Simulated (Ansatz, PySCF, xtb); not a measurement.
Breaking the C2–B1 bond in CH5B (SMILES BC) (multiplicity 1 held, fragments rigid). Energies count from the point at 1.551 Å.
Geometry at that point (charge 0, multiplicity 1):
```xyz
7

B      0.86684     0.07932     0.01138
C     -0.67657    -0.06721    -0.04120
H      1.56564    -0.86459     0.22852
H      1.38572     1.14906    -0.10199
H     -0.99454     0.07635     1.00658
H     -1.03720    -1.05650    -0.32707
H     -1.19436     0.70236    -0.61575
```

R- and RO- levels are restricted; in cc, def2 and unpolarised 6-31G sets they are followed outwards from rest. U- levels take the lowest unrestricted solution at each point, which mixes spins at long bonds. Curves can end on different states.

Rows in 6-31G* carry no dispersion term and start afresh at each structure (6-31G* with six Cartesian d functions).

Programs: Ansatz (Gaussian basis) for Hartree–Fock, density functionals and correlated methods; PySCF for 6-31G* rows; xtb for the GFN methods.  The GFN methods have no spin term and hold the electronic entropy of 300 K.

Question: One of these levels gives 6.983 eV for the energy at R = 4.964 Å. Which one is it?
(A) R-HF/cc-pVTZ
(B) U-HF/6-31G*
(C) R-B3LYP/6-31G*
(D) GFN2-xTB

Answer: C, R-B3LYP/6-31G*. The others give 5.953 (GFN2-xTB), 4.040 (U-HF/6-31G*), 8.601 (R-HF/cc-pVTZ)

Doubts at one or more of the structures used: a spin-contaminated determinant (U-HF/6-31G*); a restricted determinant that unrestricted orbitals would lower (R-HF/cc-pVTZ, R-B3LYP/6-31G*).

Ansatz is a first-principles code.
